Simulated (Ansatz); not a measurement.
Geometry optimisation, Ansatz, RKS PBE-D4/6-31G*.

input.yaml

```yaml
crystal:
  periodic: [false, false, false]
  atoms:
    - { symbol: B, position_ang: [0.22639, -0.57425, 0.207524] }
    - { symbol: O, position_ang: [-0.531822, -0.523467, 1.377612] }
    - { symbol: H, position_ang: [-1.483692, -0.537273, 1.1511] }
    - { symbol: H, position_ang: [1.421675, -0.636935, 0.349489] }
    - { symbol: H, position_ang: [-0.315902, -0.677266, -0.871236] }
    - { symbol: "N", position_ang: [0.347327, 2.140886, 0.563288] }
    - { symbol: H, position_ang: [1.213339, 2.583978, 0.900061] }
    - { symbol: C, position_ang: [-0.571041, 3.137702, 0.010524] }
    - { symbol: H, position_ang: [-1.486614, 2.623356, -0.347011] }
    - { symbol: H, position_ang: [-0.887293, 3.948937, 0.709196] }
    - { symbol: H, position_ang: [-0.102675, 3.614245, -0.871678] }
    - { symbol: H, position_ang: [-0.077694, 1.647587, 1.377231] }
basis:
  gaussian: { orbitals: "6-31G*" }
hamiltonian:
  xc: pbe
  dispersion: d4
relax:
  f_tol: 0.03
  max_steps: 50
```

Command:

```bash
$ ansatz run input.yaml --threads 1 --pin off --max-ram 2048MiB --backend cpu --events-out ev --progress --plain --runs-dir out
```

Task: Where does it end, and by what steps?

Result: The run converged. After 15 steps the energy has fallen by 0.658 eV; H11 moved furthest, 1.14 Å. Joined: B1–N6 (2.74 → 1.70 Å).

| step | energy less start (eV) | largest force component (eV/Å) | accepted |
| --- | --- | --- | --- |
| 0 | 0.0000 | 0.486 | yes |
| 1 | -0.0458 | 0.825 | yes |
| 2 | -0.2125 | 0.777 | yes |
| 3 | -0.3892 | 0.638 | yes |
| 4 | -0.5063 | 0.670 | yes |
| 5 | -0.5607 | 0.372 | yes |
| 6 | -0.5815 | 0.215 | yes |
| 7 | -0.5901 | 0.068 | yes |
| 8 | -0.6051 | 0.226 | yes |
| 9 | -0.6116 | 0.568 | yes |
| 10 | -0.6368 | 0.326 | yes |
| 11 | -0.6521 | 0.213 | yes |
| 12 | -0.6562 | 0.162 | yes |
| 13 | -0.6574 | 0.052 | yes |
| 14 | -0.6566 | 0.086 | no |
| 15 | -0.6580 | 0.015 | yes |

```xyz
12
Properties=species:S:1:pos:R:3
B 0.258 0.190 0.353
O -0.977 -0.215 0.988
H -1.657 -0.338 0.303
H 1.260 -0.256 0.903
H 0.289 0.159 -0.877
N 0.410 1.849 0.692
H 1.329 2.177 0.365
C -0.684 2.679 0.135
H -1.627 2.234 0.485
H -0.619 3.733 0.451
H -0.641 2.610 -0.962
H 0.413 1.926 1.718
```

Whether the end is a true minimum wasn't checked by a vibrational analysis.

Time of the run: 44 s on 1 thread of Arm Neoverse V2, with other jobs on the host, peak memory 0.14 GiB.
